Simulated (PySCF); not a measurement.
Si(H)(F)(Br)(vinyl) (C2H4BrFSi), SMILES C=C[SiH](F)Br. Atoms are numbered in the order given.

```xyz
9

Si    -0.3618     0.2755     0.7441
F      0.8334     1.2179     1.3506
Br     0.5520    -1.3160    -0.5294
C     -1.4603     1.3584    -0.2902
C     -1.2312     2.6821    -0.4088
H     -1.0350    -0.4039     1.8936
H     -2.3130     0.9013    -0.8249
H     -0.3846     3.1669     0.1063
H     -1.8734     3.3338    -1.0259
```
Charge 0, spin multiplicity 1.

Geometry: PBE-D3(BJ)/def2-SVP. This is a generated structure with no PubChem entry under its InChIKey; it may be hypothetical. Other conformers were not sampled.

Level of theory: KT2/pcSseg-1 (PySCF).

GIAO shieldings, no solvent; atoms alike by connectivity are averaged. δ = σ(ref) − σ: ²⁹Si against TMS (σ = 361.9 ppm); ¹⁹F against CFCl3 (σ = 127.1 ppm); ¹³C against TMS (σ = 185.1 ppm); ¹H against TMS (σ = 31.47 ppm), references at their B3LYP-D3(BJ)/def2-TZVP geometries, non-relativistic (without spin–orbit terms, shifts of atoms bonded to Cl or Br come out too high).

```
nucleus   atoms  count  δ (ppm)
-------  ------  -----  -------
²⁹Si        Si1      1     14.6
¹⁹F          F2      1   -201.6
¹³C          C5      1    140.0
¹³C          C4      1    134.4
¹H       H8, H9      2     6.78
¹H           H6      1     6.57
¹H           H7      1     6.40
```
